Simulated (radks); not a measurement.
Au5+, configuration [Xe] 4f14 5d6. Calculated with a radial shooting solver on a logarithmic mesh with Libxc functionals: scalar-relativistic Kohn-Sham, PBE, spin-unpolarised, spherical densities, point nucleus.

Radial electron density D(r) = 4 pi r^2 rho(r):

r (bohr)   D(r) (e/bohr)
0.0006368          5.294
0.0008425          8.091
0.001115           12.24
0.001475           18.24
0.001952           26.70
0.002582           38.12
0.003417           52.69
0.004521           69.79
0.005981           87.44
0.007914           102.1
0.01047            109.3
0.01397            106.8
0.01848            99.19
0.02445            98.50
0.03235            115.1
0.0428             140.5
0.05664            146.7
0.07494            125.7
0.09915            116.1
0.1312             134.7
0.1736             125.4
0.2297             83.11
0.3039             79.91
0.4021             88.03
0.532              57.44
0.7039             29.39
0.9314             20.72
1.232              13.06
1.63               5.176
2.157              1.220
2.854             0.1506
3.777           0.007102

D(r) has 4 maxima, at r = 0.0113, 0.0519, 0.144, 0.374 bohr, and minima at 0.0217, 0.0930, 0.265 bohr, inside which lie 1.88, 11.00, 29.95 electrons.
